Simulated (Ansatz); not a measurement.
Results of the Gaussian-basis code of Ansatz.

Basis-set series for C₃H₃AlF₂O₂, SMILES `[F][Al-]1([F])[O]C=CC=[O+]1`. Total charge 0; spin multiplicity 1. The structure was optimised at the PBE0-D4/def2-TZVP level.

```csv
functional,basis,functions,energy (Eh),HOMO (eV),LUMO (eV)
PBE0-D4,def2-SVP,131,-707.90698,-8.37,-2.84
PBE0-D4,def2-TZVPP,301,-708.55084,-8.36,-2.90
ωB97M-V,def2-SVP,131,-708.35203,-10.46,-0.62
ωB97M-V,def2-TZVPP,301,-709.00727,-10.47,-0.74
```

Problem. Give the rows for def2-QZVPP. (Estimate.)

Solution. The calculation gave: 
| functional | basis | functions | energy (Eh) | HOMO (eV) | LUMO (eV) |
| --- | --- | --- | --- | --- | --- |
| PBE0-D4 | def2-QZVPP | 559 | -708.58538 | -8.39 | -2.94 |
| ωB97M-V | def2-QZVPP | 559 | -709.03939 | -10.50 | -0.80 |
